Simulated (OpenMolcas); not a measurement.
**Mn2+: moving the ligands**

Mn2+ with 6 ligands (chloride) in octahedral coordination (Oh) at 2.59 Å. A charge of +0.667 e stands 2.8 Å behind each ligand. Ligand basis ANO-RCC-VDZP.
```
Mn    0.0000    0.0000    0.0000
Cl    2.5900    0.0000    0.0000
Cl    0.0000    2.5900    0.0000
Cl   -2.5900    0.0000    0.0000
Cl    0.0000   -2.5900    0.0000
Cl    0.0000    0.0000    2.5900
Cl    0.0000    0.0000   -2.5900
```

```json
{"Program": "OpenMolcas", "Method": "SS-CASPT2, IPEA 0.25 Eh, imaginary shift 0.1 Eh (closed shells correlated: 3s 3p and the ligand valence shells)", "Basis": "ANO-RCC-VDZP [5s4p2d1f]", "Scalar Hamiltonian": "DKH2, point nucleus", "Active space": "5 electrons in 5 orbitals (3d)", "State averaging": "2S+1 = 6 even, 1 root; 2S+1 = 4 even, 24 roots; 2S+1 = 2 even, 75 roots", "Spin-orbit coupling": "state interaction with AMFI integrals over the reference wave functions"}
```

Runs around this geometry, states (labels of O, the rotations of Oh). Energies in cm-1 above the lowest state or level, χT in cm3 K/mol.

```tsv
R (Å)	Ground state	First gap with spin-orbit (degeneracies)	χT at 300 K	First state of another spin
2.56	6A1	25180 (6, 2)	4.386	4T1 25220
2.59	6A1	25540 (6, 2)	4.386	2S+1 = 4: 25580
2.76	6A1	26920 (6, 2)	4.386	4T1 26950
```

Roots that are degenerate in the reference are averaged as groups; the widest CASPT2 spread within a group is 430 cm-1 (the 5-fold group of multiplicity 2 near 50200 cm-1 above the lowest state of its run, R = 2.59). Shifts and gaps below about the spread of the groups concerned are not significant. Over all roots computed the reference weight is 0.66 to 0.68 in R = 2.56, 0.67 to 0.68 in R = 2.59, 0.67 to 0.68 in R = 2.76; a low but even weight reflects the number of correlated electrons. Ligand-to-metal charge-transfer states are missing. These CASPT2 states fit no ligand-field parameters well, so their order and spin gaps are uncertain. With no ligand orbital active B as a rule stays too high, so bands that hang on it stand too high and its fall with covalency is understated. With one d shell and no ligand orbital active, 10Dq can be off by tens of per cent for divalent 3d ions, low with halides held by bare charges and at times high in hosts. Free-ion shares, where given, are those of the reference states; single-state CASPT2 does not remix them. A group larger than the point group allows holds several states that coincide in this model. No measured value stands beside these numbers; the geometry was imposed, not optimised, and the real ion may take another.

A state without a sure symmetry label is named by its multiplicity alone.
